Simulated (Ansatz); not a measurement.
Total energies of AlCl2H3O4Si.

```xyz
11

O     0.807    2.047    0.210
Si    0.165    0.702   -0.419
O    -0.866   -0.133    0.683
O    -0.782    1.141   -1.651
O     1.128   -0.568   -0.543
Al    0.242   -1.716    0.457
Cl   -0.931   -3.176   -0.480
Cl    1.117   -2.209    2.295
H     1.567    1.946    0.787
H    -1.819   -0.030    0.717
H    -0.629    1.996   -2.056
```

Total charge 0; spin multiplicity 1. The bonds changed during the relaxation, so this is another structure than the one it started from. The structure was optimised at the PBE0-D4/def2-TZVP level. It is one conformer, not always the lowest. Basis def2-TZVPP, Ansatz.

RPA on PBE orbitals: Hartree–Fock energy of these orbitals -1751.61119 Eh, correlation -2.32572 Eh (frozen core).

```json
{"functional": "LDA (SPW92)", "energy without D4 (Eh)": "-1748.35459", "D4 term (kJ/mol)": "–"}
{"functional": "PBE", "energy without D4 (Eh)": "-1754.67405", "D4 term (kJ/mol)": "-37.5"}
{"functional": "revPBE", "energy without D4 (Eh)": "-1755.24905", "D4 term (kJ/mol)": "-97.9"}
{"functional": "BLYP", "energy without D4 (Eh)": "-1755.60011", "D4 term (kJ/mol)": "-79.7"}
{"functional": "r2SCAN", "energy without D4 (Eh)": "-1755.41585", "D4 term (kJ/mol)": "-9.4"}
{"functional": "B97M-V", "energy without D4 (Eh)": "-1755.20399", "D4 term (kJ/mol)": "–"}
{"functional": "PBE0", "energy without D4 (Eh)": "-1754.80318", "D4 term (kJ/mol)": "-32.4"}
{"functional": "B3LYP", "energy without D4 (Eh)": "-1755.72456", "D4 term (kJ/mol)": "-60.7"}
{"functional": "r2SCANh", "energy without D4 (Eh)": "-1755.39195", "D4 term (kJ/mol)": "-10.2"}
{"functional": "r2SCAN0", "energy without D4 (Eh)": "-1755.35779", "D4 term (kJ/mol)": "-11.3"}
{"functional": "HSE06 (plane-wave form)", "energy without D4 (Eh)": "-1754.76264", "D4 term (kJ/mol)": "-30.6"}
{"functional": "BHLYP", "energy without D4 (Eh)": "-1755.52901", "D4 term (kJ/mol)": "-50.5"}
{"functional": "CAM-B3LYP", "energy without D4 (Eh)": "-1755.61800", "D4 term (kJ/mol)": "-33.6"}
{"functional": "LC-ωPBE", "energy without D4 (Eh)": "-1755.06148", "D4 term (kJ/mol)": "–"}
{"functional": "ωB97X-V", "energy without D4 (Eh)": "-1755.33931", "D4 term (kJ/mol)": "–"}
{"functional": "ωB97M-V", "energy without D4 (Eh)": "-1755.51800", "D4 term (kJ/mol)": "–"}
{"functional": "B2PLYP", "energy without D4 (Eh)": "-1754.98854", "D4 term (kJ/mol)": "–"}
{"functional": "PBE-QIDH", "energy without D4 (Eh)": "-1754.44118", "D4 term (kJ/mol)": "–"}
```

B3LYP takes the VWN-RPA correlation (the form of Gaussian; ORCA's B3LYP/G). HSE06 is the plane-wave form, built on full-range PBE exchange. The double hybrids freeze the cores in their second-order part.

LC-ωPBE has ω = 0.4 bohr⁻¹.
